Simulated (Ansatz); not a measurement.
A nudged elastic band was laid between two geometries of F2GeH2 + H3P (9 atoms, charge 0, multiplicity 1).

Level of theory: Ansatz, RKS B3LYP/def2-SVP.

```yaml
movable_images: 7
climbing_image: yes
spring: 5.0 eV/Å²
optimiser: quadratic models (default)
start_path: through a guess of the saddle point
force_threshold: 0.03 eV/Å
iteration_limit: 60
end_points: relaxed
```

Image 0:

```xyz
9
Properties=species:S:1:pos:R:3
Ge 0.955 -0.149 -0.719
F -0.291 0.098 0.471
F 2.434 0.270 0.086
H 0.727 0.860 -1.849
H 0.999 -1.645 -1.044
P -3.577 0.116 2.596
H -4.381 0.326 1.431
H -3.716 -1.306 2.526
H -2.355 0.117 1.855
```

Image 8:

```xyz
9
Properties=species:S:1:pos:R:3
Ge -0.639 -0.490 -0.373
F -0.516 1.596 2.102
F 0.464 -0.483 1.045
H -0.278 0.791 -1.144
H -0.229 -1.766 -1.131
P -2.843 -0.526 0.357
H -2.626 -1.673 1.181
H -2.538 0.410 1.390
H 0.002 0.829 1.926
```

**Question.** Which bonds break or form, and what moves?

**Answer.** Bonds broken: Ge1–F2, P6–H9. Bonds formed: Ge1–P6, F2–H9. F2GeH2 + H3P becomes FGeH4P + FH.

**Question.** Give the energies along the band, and the barrier.

**Answer.** The forces met the threshold. The highest image is number 4 of 0 to 8, 2.06 eV above the first end and 1.83 eV above the last; the last end lies 0.23 eV above the first. A structure lower than the first end lies on the path between it and the top, so the climb from that side starts below the end, which may itself be a saddle point or a shallow side well. Neighbouring images differ by up to 2.1 eV, so the band resolves the path poorly. A vibrational analysis at the climbing image gives one clearly imaginary mode, 713i cm⁻¹: a first-order saddle point. The orbitals stay closed-shell, which can raise the energy where a bond breaks towards radicals; this wasn't checked here.

```tsv
image	path coordinate (Å)	energy (eV)	Ge1–F2 (Å)	P6–H9 (Å)	Ge1–P6 (Å)
0	0.00	0.00	1.74	1.43	5.62
1	2.08	0.00	1.74	1.43	5.31
2	4.17	0.00	1.74	1.43	4.80
3	6.26	-0.02	1.74	1.42	3.56
4	8.34	2.06	2.03	1.88	2.68
5	10.77	0.33	3.37	3.34	2.33
6	13.19	0.30	3.16	3.90	2.33
7	15.62	0.29	3.64	3.39	2.33
8	18.05	0.23	3.24	3.52	2.32
```

**Question.** What is the geometry of the highest image?

**Answer.** 
```xyz
9
Properties=species:S:1:pos:R:3
Ge -0.131 0.010 -0.157
F -0.088 -0.506 1.804
F 1.620 -0.094 -0.056
H -0.330 1.505 -0.421
H -0.449 -1.142 -1.113
P -2.691 -0.078 0.625
H -3.034 -1.322 1.236
H -2.939 0.733 1.774
H -1.163 -0.419 1.660
```

The run took 11 min on 2 threads of Arm Neoverse V2 (shared host), peak memory 0.24 GiB.
